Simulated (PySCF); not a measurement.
C₆H₆O, SMILES C1=C[C@H]2C=C[C@@H]1O2.

Coordinates come from a PBE-D3(BJ)/def2-SVP optimisation. The structure was generated by enumeration; whether it is a known compound was not checked. One conformer was computed; it need not be the lowest.

Level of theory: TDA-M06-2X/def2-SVPD in PySCF.

Vertical excitations. Isolated molecule, no solvent. State labels are in the subgroup C2v.

Computed lowest excited states:
| state | symmetry | energy (eV) | λ (nm) | f | main pairs |
|---|---|---|---|---|---|
| S1 | A2 | 5.14 | 241 | 0.000 | HOMO→LUMO 96 % |
| S2 | A2 | 5.77 | 215 | 0.000 | HOMO−2→LUMO 95 % |
| S3 | B1 | 6.20 | 200 | 0.026 | HOMO−1→LUMO 81 % |
| S4 | B2 | 6.57 | 189 | 0.010 | HOMO→LUMO+1 94 % |
| S5 | B1 | 7.12 | 174 | 0.111 | HOMO→LUMO+2 72 %, HOMO−2→LUMO+2 14 % |
| S6 | A1 | 7.26 | 171 | 0.030 | HOMO→LUMO+4 78 %, HOMO−1→LUMO+1 18 % |
| S7 | A2 | 7.31 | 170 | 0.000 | HOMO→LUMO+3 96 % |
| S8 | B2 | 7.37 | 168 | 0.024 | HOMO−3→LUMO 90 % |
| S9 | B2 | 7.58 | 164 | 0.011 | HOMO→LUMO+5 88 % |
| S10 | A2 | 7.73 | 160 | 0.000 | HOMO−1→LUMO+2 86 % |
| T1 | A2 | 3.51 | 353 | 0 | HOMO→LUMO 90 % |
| T2 | B1 | 4.34 | 286 | 0 | HOMO−1→LUMO 55 %, HOMO→LUMO+2 30 % |
| T3 | A2 | 5.59 | 222 | 0 | HOMO−2→LUMO 95 % |
| T4 | B1 | 6.19 | 200 | 0 | HOMO→LUMO+2 47 %, HOMO−1→LUMO 40 % |
Triplets are in the Tamm–Dancoff approximation.
